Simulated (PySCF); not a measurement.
C$_{4}$H$_{7}$O$_{2}$, doublet, at a GFN2-xTB geometry, with bond 8-1 at 1.6 times its length. Base run: PBE/3-21G (PySCF).

The PySCF input:
```python
from pyscf import gto, scf, dft

mol = gto.M(
    atom='''
C    -1.28986600    1.20600367   -0.52834002
C    -0.64636138   -0.01353962    0.00797247
C    -1.45809447   -1.14214370    0.50863910
C     0.77966796   -0.11618269    0.04887456
O     1.40955058   -1.07537170    0.47031015
O     1.42195353    0.98173152   -0.43772242
H    -0.97260672    1.38066510   -1.55834142
H    -0.77437773    2.61076981    0.37309499
H    -2.37296349    1.12834577   -0.49071731
H    -0.80904695   -1.94053958    0.85904228
H    -2.10638575   -0.81547347    1.32486303
H    -2.11134017   -1.52358244   -0.27939076
H     2.37591935    0.83089757   -0.37409126
''',
    basis='3-21g',
    spin=1,
    verbose=4,
)

mf = dft.UKS(mol)
mf.xc = 'pbe'
mf.kernel()
mf.analyze()
```

Each row names what was changed in the base input (with any setting that the change needs).

```
change                                                                            ΔE vs base (mEh)  SCF cycles  <S^2>        outcome
--------------------------------------------------------------------------------  ----------------  ----------  -----  -------------
base                                                                                         0.000          16  0.767      converged
level_shift = 1.0 (with mf.max_cycle = 100)                                                  0.000          60  0.767      converged
init_guess = mod_huckel                                                                      0.000          19  0.767      converged
conv_tol = 1e-7                                                                              0.000          13  0.767      converged
init_guess = vsap                                                                            0.000          17  0.767      converged
diis = off; damp = 0.3 (with mf.diis_start_cycle = 200; with mf.max_cycle = 150)                 -         150      -  not converged
init_guess = huckel                                                                          0.000          20  0.767      converged
init_guess = 1e                                                                              0.000          46  0.767      converged
level_shift = 0.1 (with mf.max_cycle = 100)                                                  0.000          17  0.767      converged
diis_space = 12                                                                              0.000          15  0.767      converged
diis = off (with mf.max_cycle = 100)                                                             -         100      -  not converged
level_shift = 0.5 (with mf.max_cycle = 100)                                                  0.000          32  0.767      converged
level_shift = 0.3 (with mf.max_cycle = 100)                                                  0.000          23  0.767      converged
```

Open shells are given as the SCF converged; they aren't shown to be the lowest states, and a large step between rows can be another state.
